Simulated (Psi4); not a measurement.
F₄Hf (SMILES [F][Hf]([F])([F])[F]), singlet, geometry from GFN2-xTB (such geometries of metal compounds can be far from the true shape) (core potentials on Hf). Base run: BLYP/def2-TZVP run with Psi4 1.11.

Input for Psi4:
```
memory 2 GB

molecule mol {
0 1
Hf   -0.000000    0.000000    0.000000
F     1.205187    0.854949   -1.064829
F     0.873966   -1.170589    1.087741
F    -1.190075   -0.908014   -1.037548
F    -0.889078    1.223654    1.014636
}

set {
  basis def2-tzvp
  reference rks
}

energy('blyp')
print_variables()
```

Each row names what was changed in the base input (with any setting that the change needs).

| change | ΔE vs base (mEh) | SCF cycles | grid points | basis functions | outcome |
|---|---|---|---|---|---|
| base | 0.000 | 8 | 109464 | 164 | converged |
| scf_initial_accelerator = ediis | 0.000 | 8 | 109464 | 164 | converged |
| scf_initial_accelerator = none | 0.000 | 8 | 109464 | 164 | converged |
| dft_radial_points = 150 | 0.002 | 8 | 218181 | 164 | converged |
| dft_spherical_points = 974 | -0.004 | 8 | 351716 | 164 | converged |
| level_shift = 0.3 | 0.000 | 8 | 109464 | 164 | converged |
| scf_type = direct | 0.074 | 10 | 109464 | 164 | converged |
| dft_radial_points = 35 | 1.062 | 8 | 51741 | 164 | converged |
| dft_basis_tolerance = 1e-8 | 0.000 | 8 | 108677 | 164 | converged |
| guess = gwh | 0.000 | 11 | 109464 | 164 | converged |
| scf_type = dfdirj+cosx | 0.000 | 9 | 109464 | 164 | converged |
| guess = sap | 0.000 | 13 | 109464 | 164 | converged |
| cholesky_tolerance = 1e-3 (with scf_type cd) | - | - | - | 164 | input refused |

- cholesky_tolerance = 1e-3 (with scf_type cd): ended with `Fatal Error: Not enough memory for CD.`
